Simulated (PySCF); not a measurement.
## Calculated NMR data

All values are calculated (PySCF 2.14.0 with density-fitted response routines): NMR shieldings at PBE0/pcSseg-1/GIAO, structure optimised with GFN2-xTB. One computed conformer, non-relativistic Hamiltonian, no solvent, averaged over atoms made equivalent by symmetry, fast rotation or ring inversion.

Scale: $^{1}$H (σref 31.72) and $^{13}$C (σref 186.93) vs TMS (reference shieldings calculated alike). Splittings of carbon signals by F and P are missing where no couplings were computed. Where no couplings were computed, multiplicities follow the n + 1 count of equivalent neighbours, and m marks all less simple cases (inequivalent or close neighbours, rings, F or P nearby). Shifts are as computed. Against solution values, carbons near 30 ppm lie about +3 ppm off and those near 130 ppm about +5 ppm. Of 1211 compounds with measured shifts, 218 miss one by over three times the rms of a fit or turn the order of signals round; such compounds aren't used in these exercises.

Compound 1 (C$_{7}$H$_{9}$OP). $^{1}$H NMR (400 MHz, computed): δ 8.70 (m, 1H), 7.64 (m, 1H), 7.59 (m, 1H), 4.13 (s, 3H), 2.59 (s, 3H). $^{13}$C{$^{1}$H} NMR (computed): δ 203.3 (C), 159.0 (CH), 141.3 (C), 137.8 (CH), 128.1 (CH), 59.9 (CH3), 26.9 (CH3). Structure: `C1(OC)=PC=C(C)C=C1`.

Compound 2 (C$_{8}$H$_{12}$F$_{2}$O). $^{1}$H NMR (400 MHz, computed): δ 2.32 (m, 1H), 1.83 (m, 3H), 1.54 (d, 3H), 1.21 (d, 3H), 0.94 (m, 1H), 0.56 (m, 1H). $^{13}$C{$^{1}$H} NMR (computed): δ 170.2, 88.1, 39.4, 38.4, 29.0, 20.9, 20.5, 19.4. Structure: `C[C@@]1(F)[C@](C(C)C)(C(=O)F)C1`.
